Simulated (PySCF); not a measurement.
# Dipole response of Ti (titanium, neutral)

[Ar] 3d2 4s2, high-spin 3F determinant. Calculation: PySCF 2.14, in ANO-RCC-VTZP (6s5p3d2f1g, 59 functions); the spin-free X2C one-electron Hamiltonian (Gaussian nucleus). Coupled (time-dependent) response in atomic units; α is the mean over directions. The basis has no added diffuse functions, which lowers α and C₆.

| method | mean α (bohr³) | C₆ (like pair) | S(−4) |
| --- | --- | --- | --- |
| UHF | 96.31 | 1146 | 6146 |
| PBE | 84.00 | 939.3 | 3237 |
| PBE0 | 87.96 | 1004 | 3569 |
| B3LYP | 79.59 | 878.9 | 2725 |

S(−4) is the Cauchy moment in α(ω) = α(0) + S(−4) ω² + …

Reference α: 87 ± 10 bohr³ (recommended; Schwerdtfeger and Nagle, table of static dipole polarizabilities (2023 update)). Published C₆: 1044 (Chu and Dalgarno (2004); Tang, Norbeck and Certain (1976)).

Hartree-Fock lies above the reference because it lacks correlation, which contracts the outer shell.

α(iu) at UHF:

| u (hartree) | α(iu) (bohr³) |
| --- | --- |
| 0 | 96.31 |
| 0.0500 | 86.19 |
| 0.100 | 68.03 |
| 0.200 | 38.70 |
| 0.300 | 23.83 |
| 0.500 | 12.06 |
| 0.750 | 7.002 |
| 1.00 | 4.771 |
| 1.50 | 2.733 |
| 2.00 | 1.792 |
| 3.00 | 0.9426 |
| 5.00 | 0.3916 |
